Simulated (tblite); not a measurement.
Compound: C7H9FN (doublet state).
Numbering: `[CH3:1][C@H:2]1[CH2:3][CH2:4][C:5]([CH:6]=[N:7])=[C:8]1[F:9]` (hydrogens: H10, H11, H12 on C1; H13 on C2; H14, H15 on C3; H16, H17 on C4; H18 on C6)
Bond orders are those of one Lewis drawing.

Computed with GFN2-xTB (tblite), gas phase: L-BFGS steps from a force-field or distance-geometry start until the largest atomic force falls under 0.01 eV/Å.

Step 34: E = -738.0112 eV
```
atom  x, y, z in Å  |  force x, y, z in eV/Å
C1     -1.9751    0.9058   -0.2436    0.005   0.060  -0.065
C2     -1.0782   -0.0434    0.5700   -0.028   0.150   0.039
C3     -0.6328   -1.3156   -0.1797   -0.039   0.084   0.082
C4      0.7697   -1.0071   -0.7379    0.020   0.019   0.046
C5      1.2513    0.1216    0.1355    0.022  -0.041   0.007
C6      2.6363    0.5845    0.1925   -0.047   0.047  -0.073
N7      3.5724    0.2154   -0.5081    0.056  -0.015   0.019
C8      0.2361    0.6233    0.8366    0.038  -0.016  -0.016
F9      0.3062    1.6763    1.6643   -0.026  -0.082   0.020
H10    -3.0189    0.8274    0.0509    0.048  -0.091  -0.045
H11    -1.6630    1.9387   -0.0958   -0.065  -0.006   0.067
H12    -1.8888    0.6921   -1.3052   -0.013  -0.018  -0.016
H13    -1.5724   -0.2875    1.5126   -0.046   0.009   0.029
H14    -1.3511   -1.6002   -0.9452    0.063   0.023  -0.074
H15    -0.5641   -2.1371    0.5326    0.025  -0.046  -0.003
H16     1.4397   -1.8627   -0.6768    0.012  -0.047  -0.009
H17     0.7495   -0.6841   -1.7824   -0.043   0.008   0.052
H18     2.7743    1.3588    0.9682    0.020  -0.039  -0.060
```

Step 35: E = -738.0140 eV
```
atom  x, y, z in Å  |  force x, y, z in eV/Å
C1     -1.9842    0.9118   -0.2349    0.021   0.017  -0.009
C2     -1.0772   -0.0397    0.5664   -0.012   0.070   0.035
C3     -0.6349   -1.3124   -0.1866   -0.036   0.036   0.035
C4      0.7777   -1.0196   -0.7308    0.049   0.024   0.038
C5      1.2544    0.1201    0.1299    0.021  -0.022   0.068
C6      2.6381    0.5863    0.1908   -0.016   0.034  -0.116
N7      3.5767    0.2139   -0.5057    0.046  -0.013   0.032
C8      0.2379    0.6271    0.8250    0.007   0.008  -0.017
F9      0.3006    1.6901    1.6406    0.008  -0.080   0.022
H10    -3.0265    0.8097    0.0595    0.054  -0.070  -0.072
H11    -1.6851    1.9450   -0.0615   -0.084  -0.026   0.043
H12    -1.8929    0.7193   -1.3010   -0.008  -0.011   0.022
H13    -1.5600   -0.2929    1.5145   -0.044   0.055  -0.014
H14    -1.3456   -1.5841   -0.9638    0.051   0.038  -0.079
H15    -0.5871   -2.1452    0.5160    0.035   0.006  -0.004
H16     1.4450   -1.8772   -0.6494   -0.022  -0.025   0.008
H17     0.7785   -0.7126   -1.7808   -0.072   0.005   0.063
H18     2.7758    1.3667    0.9602    0.002  -0.044  -0.056
```

Step 36: E = -738.0160 eV
```
atom  x, y, z in Å  |  force x, y, z in eV/Å
C1     -1.9852    0.9143   -0.2360    0.031  -0.053   0.055
C2     -1.0789   -0.0355    0.5662    0.037  -0.073   0.005
C3     -0.6351   -1.3099   -0.1847   -0.016   0.046  -0.019
C4      0.7788   -1.0205   -0.7256    0.026   0.054   0.095
C5      1.2542    0.1224    0.1293    0.021  -0.017   0.101
C6      2.6378    0.5865    0.1873   -0.018   0.020  -0.109
N7      3.5728    0.2055   -0.5087    0.096  -0.029  -0.009
C8      0.2371    0.6284    0.8233   -0.034   0.001  -0.019
F9      0.2922    1.6892    1.6380    0.049   0.013   0.079
H10    -3.0252    0.7985    0.0545   -0.017  -0.049  -0.065
H11    -1.6920    1.9441   -0.0465   -0.088   0.049   0.022
H12    -1.8906    0.7306   -1.3023    0.020  -0.010  -0.002
H13    -1.5589   -0.2947    1.5144   -0.053   0.093  -0.021
H14    -1.3369   -1.5810   -0.9676   -0.017   0.041  -0.118
H15    -0.5923   -2.1464    0.5109    0.038  -0.015   0.065
H16     1.4456   -1.8747   -0.6433    0.028  -0.107   0.043
H17     0.7827   -0.7185   -1.7725   -0.084   0.049  -0.079
H18     2.7850    1.3680    0.9514   -0.019  -0.013  -0.024
```

Step 37: E = -738.0185 eV
```
atom  x, y, z in Å  |  force x, y, z in eV/Å
C1     -1.9913    0.9183   -0.2283    0.026  -0.057   0.054
C2     -1.0780   -0.0331    0.5645    0.033  -0.111  -0.011
C3     -0.6372   -1.3069   -0.1898    0.011  -0.038  -0.060
C4      0.7859   -1.0286   -0.7193    0.021   0.004   0.032
C5      1.2568    0.1206    0.1280    0.011   0.003   0.088
C6      2.6385    0.5887    0.1823    0.043  -0.013  -0.098
N7      3.5773    0.2029   -0.5069    0.055  -0.009   0.005
C8      0.2377    0.6321    0.8150   -0.033   0.020   0.009
F9      0.2888    1.7002    1.6217    0.066  -0.004   0.064
H10    -3.0305    0.7846    0.0592   -0.006  -0.037  -0.080
H11    -1.7103    1.9493   -0.0203   -0.099   0.002   0.000
H12    -1.8926    0.7499   -1.2984    0.024   0.006   0.051
H13    -1.5523   -0.2976    1.5152   -0.042   0.116  -0.038
H14    -1.3324   -1.5681   -0.9846    0.011   0.059  -0.059
H15    -0.6069   -2.1523    0.4997    0.023   0.061   0.017
H16     1.4499   -1.8874   -0.6215   -0.036  -0.026   0.040
H17     0.8026   -0.7385   -1.7727   -0.085   0.026   0.018
H18     2.7852    1.3722    0.9445   -0.023  -0.002  -0.032
```

**Question.** Estimate the geometry and energy of step 38. (The exact step hangs on the optimiser's Hessian estimate; all steps are aligned on step 37, rigid shifts and turns removed.)

**Answer.** E = -738.0218 eV, largest force 0.121 eV/Å
```
atom  x, y, z in Å  |  force x, y, z in eV/Å
C1     -1.9933    0.9194   -0.2250    0.008  -0.058   0.036
C2     -1.0774   -0.0323    0.5638    0.018  -0.104  -0.025
C3     -0.6384   -1.3054   -0.1918    0.041  -0.088  -0.072
C4      0.7898   -1.0313   -0.7138   -0.007  -0.044  -0.019
C5      1.2587    0.1198    0.1307    0.001   0.018   0.032
C6      2.6393    0.5904    0.1755    0.093  -0.050  -0.045
N7      3.5808    0.1983   -0.5073    0.008   0.012   0.008
C8      0.2371    0.6349    0.8115   -0.006   0.012   0.039
F9      0.2861    1.7032    1.6181    0.071   0.004   0.056
H10    -3.0323    0.7740    0.0559   -0.024  -0.036  -0.068
H11    -1.7229    1.9509   -0.0049   -0.093  -0.008  -0.009
H12    -1.8920    0.7612   -1.2966    0.045   0.013   0.060
H13    -1.5511   -0.2955    1.5150   -0.034   0.106  -0.029
H14    -1.3279   -1.5608   -0.9954    0.028   0.064  -0.004
H15    -0.6133   -2.1549    0.4956    0.003   0.101  -0.021
H16     1.4519   -1.8931   -0.6104   -0.067   0.022   0.034
H17     0.8079   -0.7463   -1.7704   -0.062   0.017   0.070
H18     2.7882    1.3738    0.9375   -0.024   0.016  -0.043
```

The energy changes by -0.0033 eV. The first-order estimate −F·Δx gives -0.0042 eV and the mean of the old and new forces, exact on a quadratic surface, -0.0033 eV. The step makes an angle of 72° with the force vector and moves no atom by more than 0.020 Å.

What follows is the cost of the whole relaxation. Hardware: one thread, Arm Neoverse V1 (aarch64), shared host with 32 logical CPUs at a one-minute load of 18. Cost: 0.79 s.
